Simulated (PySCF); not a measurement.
Br²⁺: ionisation energy

Br²⁺ [Ar] 3d10 4s2 4p3 (4S) → Br³⁺ [Ar] 3d10 4s2 4p2 (3P), as a difference of total energies. All numbers are calculated (PySCF 2.14, scalar relativity by spin-free X2C-1e, in x2c-TZVPPall). Correlated levels: valence: [Ar] 3d10 frozen; valence and next inner shell: [Ne] frozen. The calculations carry no spin-orbit coupling.

| method | ionisation energy (eV) | plus first-order spin-orbit estimate | error of that sum (eV) |
| --- | --- | --- | --- |
| UHF | 34.651 | 34.228 | -0.643 |
| LDA | 35.315 | 34.891 | +0.020 |
| PBE | 35.129 | 34.705 | -0.166 |
| PBE0 | 35.240 | 34.816 | -0.055 |
| r2SCAN | 35.459 | 35.035 | +0.164 |
| revPBE | 35.086 | 34.662 | -0.209 |
| B2PLYP | 35.085 | 34.661 | -0.210 |
| BP86 | 35.216 | 34.792 | -0.079 |
| M06-L | 34.964 | 34.540 | -0.331 |
| ROHF | 34.750 | 34.327 | -0.544 |
| MP2 (valence) | 35.173 | 34.750 | -0.121 |
| SCS-MP2 (valence) | 35.018 | 34.594 | -0.277 |
| MP2 (valence and next inner shell) | 35.250 | 34.826 | -0.045 |
| SCS-MP2 (valence and next inner shell) | 35.068 | 34.644 | -0.227 |

Reference: 34.871 ± 0.019 eV (measured; NIST Atomic Spectra Database, ionization energies).

A first-order spin-orbit estimate (lowest level to lowest level, LS coupling) adds -0.424 eV.

Errors of the correlated levels include the incompleteness of this basis and the frozen core.
